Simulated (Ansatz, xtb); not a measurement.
## Relative energy of two isomers of C6H5ClS

We compare I, `C=Cc1csc(Cl)c1`, a singlet, with II, `C=Cc1sccc1Cl`, a singlet. Both are isolated molecules in the gas phase, relaxed with B3LYP-D3(BJ)/def2-SVP; each stands in its lowest conformer found.

Energies in hartree; the thermal terms are from GFN2-xTB frequencies at re-optimised GFN2-xTB minima (ideal gas, soft modes damped towards free rotors, one conformer each, 298.15 K, 1 atm) and include the zero-point energy:

|  | I | II |
| --- | --- | --- |
| E, CCSD(T)/def2-SVP | −1087.809936 | −1087.815818 |
| E, MP2/def2-SVP | −1087.708642 | −1087.715503 |
| E, MP2/def2-TZVPP | −1088.524828 | −1088.530944 |
| zero-point energy | 0.087666 | 0.087663 |
| H(298 K) − E | 0.096493 | 0.096442 |
| G(298 K) − E | 0.054337 | 0.054547 |

Correct the CCSD(T) difference for the basis set by the MP2 change, then work out ΔE, ΔE₀, ΔH and ΔG for I → II in kJ/mol (1 Eh = 2625.50 kJ/mol) and the equilibrium ratio [II]/[I].

1. Differences II − I: CCSD(T) −0.005882, MP2 in the small set −0.006861, MP2 in the large set −0.006116 Eh.
2. ΔE = −0.005882 + (−0.006116 − (−0.006861)) = −0.005137 Eh = −13.49 kJ/mol.
3. ΔE₀ = ΔE + ΔZPE = −0.005137 + (−0.000003) Eh = −13.50 kJ/mol.
4. ΔH = ΔE + (−0.000051) Eh = −13.62 kJ/mol.
5. ΔG = ΔE + (+0.000210) Eh = −12.94 kJ/mol, so ΔS = (ΔH − ΔG)/T = −2.3 J/(mol K).
6. kT = 0.9442 mEh, so K = [II]/[I] = exp(−ΔG/kT) = exp(+5.22) ≈ 180.

Structure II is favoured at this temperature. An error of 4 kJ/mol in ΔG would change K by a factor of 5. Mirror images and further conformers aren't counted.

As drawn, both hold the same kinds of bond in the same numbers.

Other levels gave ΔE = −17.5 (GFN2-xTB); −11.5 (HF/STO-3G, GFN2-xTB geometries); −18.0 (r2SCAN-D4/def2-SVP, GFN2-xTB geometries); −17.2 (B3LYP-D3(BJ)/def2-SVP); −13.7 (HF/def2-SVP); −18.0 (MP2/def2-SVP); −15.4 (CCSD(T)/def2-SVP) kJ/mol. The correlated steps freeze 16 core orbitals. Programs: Ansatz 0.2.0, xtb 6.7.1.
